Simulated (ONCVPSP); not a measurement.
tungsten, ONCV: configuration errors across variants

```
Element                 : tungsten
Generator               : ONCVPSP 4.0.1
Type                    : optimised norm-conserving Vanderbilt (ONCV)
Functional              : PBEsol
Relativity              : scalar-relativistic
Frozen core             : [Kr] 4d10
Valence charge          : 28
Reference configuration : 4f14 5s2 5p6 5d4 6s2
Partial waves           : 5s+6s: rc 1.80 bohr, ncon 3, nbas 6, qcut 6.2 1/bohr, 2 projectors; 5p: rc 2.05 bohr, ncon 4, nbas 8, qcut 8.5 1/bohr, 1 projector; 5d: rc 2.50 bohr, ncon 4, nbas 9, qcut 6.9 1/bohr, 2 projectors, debl 3.8 Ha; 4f: rc 0.75 bohr, ncon 3, nbas 7, qcut 26.3 1/bohr, 2 projectors, debl 2 Ha
Local potential         : polynomial inside 0.45 bohr (lpopt 2, dvloc0 0 Ha)
Core correction         : none
```

All-electron excitation energies from the reference (eV): (1) 4f14 5s2 5p6 5d4 6s1 8.925; (2) 4f14 5s2 5p6 5d4 6s0 24.621; (3) 4f14 5s2 5p6 5d3 6s0 50.025; (4) 4f13 5s2 5p6 5d5 6s2 32.727.

2 further variants failed, have other tests or too few solved ones, and are left out.

A true bound ghost makes a file unfit for plane-wave use even where its test errors are small: the radial tests pick states by their node count and pass the ghost by.

Errors AE − PS in meV (a dash: test not solved or not reliable):

```tsv
change	(1)	(2)	(3)	(4)	bound ghosts	GHOST(+) flags above zero
base	-4.2	-15	-13	-140	s, p	s, d
d: debl 0.3	-4.2	-15	-12	-141	s, p	s, d
local potential polynomial inside 0.45 bohr (lpopt 2, dvloc0 2 Ha)	-4.2	-15	-13	-149	s, p	d
f: nproj 0; local potential the f channel	-4.1	-14	-12	+85	s, p, d	none
all radii scaled by about 1.03 (s 1.86, p 2.12, d 2.58, f 0.78 bohr); local potential polynomial inside 0.46 bohr (lpopt 2, dvloc0 0 Ha)	-4.2	-15	-13	-146	s, p	d
s: nbas 8	-4.2	-15	-12	-136	s, p	s, d
s: qcut 6.4; p: qcut 8.7; d: qcut 7.1; f: qcut 27	-4.2	-15	-13	-144	s, p	d
```

(1) Give the same row for: core correction Teter function, fcfact 2.5, rcfact 1.05.

## Answers

(1) -4.2, -15, -12, -150; bound ghosts: s, p; GHOST(+) flags above zero: s, d.
